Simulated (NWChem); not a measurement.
Species: GeF2, singlet; SMILES [Ge]([F])[F]

```xyz
3

Ge     0.0000     0.0000     0.4183
F     -1.3343     0.0000    -0.7437
F      1.3343     0.0000    -0.7437
```
Atoms are numbered in this order, from 1.

Low-valent species are run as closed-shell singlets; no triplet was tried in these runs. Geometry: optimised at PBE-D3(BJ)/def2-SVP.

Symmetry labels are those of C2v in the frame above (b1 and b2, or b-type labels, depend on it).

List the 6 lowest vertical singlet excitations from B3LYP/6-31G* (spherical d), full TDDFT (NWChem).


| state | energy (eV) | oscillator strength | symmetry | leading excitation (squared amplitude) |
|---|---|---|---|---|
| S1 | 5.20 | 0.090 | b2 | HOMO → LUMO (0.98) |
| S2 | 6.14 | 0.000 | a2 | HOMO−1 → LUMO (1.00) |
| S3 | 6.93 | 0.000 | b1 | HOMO−2 → LUMO (0.82) |
| S4 | 7.18 | 0.019 | b2 | HOMO−3 → LUMO (0.98) |
| S5 | 7.70 | 0.001 | a1 | HOMO−4 → LUMO (0.83) |
| S6 | 7.90 | 0.000 | a2 | HOMO−5 → LUMO (1.00) |
